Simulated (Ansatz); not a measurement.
## Energy profile

The step: SiH₂Cl₂ ([Cl][SiH2][Cl]) + H₂O + NH₃ → SiNH₄Cl ([NH2][SiH2][Cl]) + HCl + H₂O; bonds formed: Cl2–H8, H6–O9; bonds broken: Si1–Cl2, H6–N7, H8–O9 (atoms numbered as in the saddle structure below).

```json
{"atom": "Si1", "x (Å)": "-1.2966", "y (Å)": "-0.4974", "z (Å)": "0.0923"}
{"atom": "Cl2", "x (Å)": "1.2043", "y (Å)": "-1.8927", "z (Å)": "0.4351"}
{"atom": "H3", "x (Å)": "-0.9613", "y (Å)": "-0.9815", "z (Å)": "-1.2541"}
{"atom": "H4", "x (Å)": "-1.6152", "y (Å)": "-1.4774", "z (Å)": "1.1376"}
{"atom": "Cl5", "x (Å)": "-3.0794", "y (Å)": "0.5520", "z (Å)": "-0.2195"}
{"atom": "H6", "x (Å)": "0.9723", "y (Å)": "0.8132", "z (Å)": "-0.2628"}
{"atom": "N7", "x (Å)": "-0.2152", "y (Å)": "0.8214", "z (Å)": "0.6139"}
{"atom": "H8", "x (Å)": "1.7866", "y (Å)": "-0.5944", "z (Å)": "-0.3278"}
{"atom": "O9", "x (Å)": "1.8944", "y (Å)": "0.4804", "z (Å)": "-0.7304"}
{"atom": "H10", "x (Å)": "-0.7119", "y (Å)": "1.7015", "z (Å)": "0.6995"}
{"atom": "H11", "x (Å)": "0.2222", "y (Å)": "0.6064", "z (Å)": "1.5054"}
{"atom": "H12", "x (Å)": "1.7996", "y (Å)": "0.4685", "z (Å)": "-1.6890"}
```

Electronic energies by CCSD(T) at an estimated basis limit (MP2 extrapolated from triple and quadruple zeta, plus CCSD(T) − MP2 in triple zeta), on PBE0-D4/def2-TZVP structures; SiNH₇Cl₂O, closed shell; no counterpoise correction. Ansatz 0.2.0; basis: def2-TZVPP and def2-QZVPP; cores frozen in the correlated methods. Extrapolation: Hartree–Fock as exp(−7.88 √X), correlation as X^−2.97.

(1) Give the profile in kcal/mol, counted from the separated reactants. (Judge from chemistry; the value comes from the calculation.)

The T1 diagnostic stays at or below 0.010.

Results:

(1) Computed:
| point | kcal/mol |
| --- | --- |
| separated: SiH₂Cl₂ (linked as [Cl][SiH2][Cl]; Si1, Cl2, H3, H4, Cl5; singlet) + NH₃ (H6, N7, H10, H11; singlet) + H₂O (H8, O9, H12; singlet) | 0.00 |
| start structure | -11.47 |
| saddle | 4.36 |
| end structure | -2.25 |
| separated: SiNH₄Cl (linked as [NH2][SiH2][Cl]; Si1, H3, H4, Cl5, N7, H10, H11; singlet) + HCl (Cl2, H8; singlet) + H₂O (H6, O9, H12; singlet) | 8.19 |

The step is the kind of exchange with an N–H group that builds nitride films in atomic layer and chemical vapour deposition.

For scale, one of the runs: CCSD(T)/def2-TZVPP, 286 basis functions, launched by `ansatz run in.yaml --threads 8 --pin off --events-out ev --progress --plain --max-ram 19148MiB`. The run took 3.1 min on 8 CPU threads of an Arm Neoverse V1 (shared host), with 8.3 GiB of host memory at its peak.
